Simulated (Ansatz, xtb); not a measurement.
# Relative energy of two structures of C3H5BO

We compare a, a singlet given by its coordinates, with b, `B/C=C/C=O`, a singlet. Both are isolated molecules in the gas phase, relaxed with B3LYP-D3(BJ)/def2-SVP; the shapes shown needn't be the lowest conformers.

a (Å):

```xyz
10

C    -0.4666    0.4852    1.2792
C     0.2099    0.1151    0.1399
C     0.4640   -1.2815    0.2331
B    -0.6590   -0.7920    2.1760
O     0.0377   -1.8534    1.2846
H    -0.0768   -0.7574    3.2517
H    -1.8221   -1.1358    2.3383
H    -0.7850    1.5155    1.4607
H     0.5197    0.7302   -0.7069
H     0.9872   -1.8982   -0.5110
```

Close contacts (Å): C1–C2 1.38, C1–B4 1.57, C2–C3 1.42, C3–O5 1.27, B4–O5 1.55, C1–H8 1.09, C2–H9 1.09, C3–H10 1.10, B4–H6 1.22, B4–H7 1.22.

b (Å):

```json
{"atom": "C", "x (Å)": "-0.2205", "y (Å)": "-0.1566", "z (Å)": "-2.0829"}
{"atom": "C", "x (Å)": "0.8092", "y (Å)": "-0.1941", "z (Å)": "-1.2059"}
{"atom": "C", "x (Å)": "2.2153", "y (Å)": "-0.3936", "z (Å)": "-1.6316"}
{"atom": "B", "x (Å)": "-1.6865", "y (Å)": "0.0524", "z (Å)": "-1.6242"}
{"atom": "O", "x (Å)": "3.1492", "y (Å)": "-0.4303", "z (Å)": "-0.8656"}
{"atom": "H", "x (Å)": "-2.5928", "y (Å)": "0.0825", "z (Å)": "-2.4183"}
{"atom": "H", "x (Å)": "-1.9170", "y (Å)": "0.1864", "z (Å)": "-0.4474"}
{"atom": "H", "x (Å)": "0.0304", "y (Å)": "-0.2825", "z (Å)": "-3.1457"}
{"atom": "H", "x (Å)": "0.6525", "y (Å)": "-0.0775", "z (Å)": "-0.1275"}
{"atom": "H", "x (Å)": "2.3575", "y (Å)": "-0.5111", "z (Å)": "-2.7380"}
```

Quicker runs give these differences E(b) − E(a): GFN2-xTB +33.1 kcal/mol; HF/STO-3G +42.6 kcal/mol (at GFN2-xTB geometries); r2SCAN-D4/def2-SVP +31.1 kcal/mol (at GFN2-xTB geometries).

Q: Estimate E(b) − E(a) at the level CCSD(T)/def2-SVP + ΔMP2/def2-TZVPP.

A: Calculated at CCSD(T)/def2-SVP + ΔMP2/def2-TZVPP: E(b) − E(a) = +22.1 kcal/mol, so structure a lies lower.

Level by level:

```
                             level               geometry  E(b) − E(a) (kcal/mol)  departure from the last row (kcal/mol)  job, with rough time for the two
                          GFN2-xTB               GFN2-xTB                     +33.1                                   +10.9              optimisation, 0.53 s
                         HF/STO-3G               GFN2-xTB                     +42.6                                   +20.5              single point, 0.74 s
                r2SCAN-D4/def2-SVP               GFN2-xTB                     +31.1                                    +8.9               single point, 4.8 s
             B3LYP-D3(BJ)/def2-SVP  B3LYP-D3(BJ)/def2-SVP                     +26.0                                    +3.9                optimisation, 41 s
                       HF/def2-SVP  B3LYP-D3(BJ)/def2-SVP                     +13.6                                    −8.5           part of the CCSD(T) run
                      MP2/def2-SVP  B3LYP-D3(BJ)/def2-SVP                     +22.4                                    +0.3           part of the CCSD(T) run
                  CCSD(T)/def2-SVP  B3LYP-D3(BJ)/def2-SVP                     +22.0                                    −0.1                      single point
CCSD(T)/def2-SVP + ΔMP2/def2-TZVPP  B3LYP-D3(BJ)/def2-SVP                     +22.1                                                        single point, 29 s
```

None of the levels shown reverses the order. The largest departure from CCSD(T)/def2-SVP + ΔMP2/def2-TZVPP is that of HF/STO-3G, 20.5 kcal/mol. The last row adds to CCSD(T) the change of the MP2 difference between the two basis sets, here +0.1 kcal/mol.

With harmonic frequencies from B3LYP-D3(BJ)/def2-SVP (ideal gas, rigid rotor, one conformer each, 298.15 K, 1 atm): the zero-point term adds −1.5 kcal/mol; ΔH is +21.6 and ΔG +19.3 kcal/mol.

The T1 diagnostic of structure a is large, so the coupled-cluster value is less sure. The correlated steps freeze 5 core orbitals. Codes used: Ansatz 0.2.0, xtb 6.7.1; the last row on 2 threads of AMD EPYC 7R43 64-Core Processor (Zen 3) on a shared host.
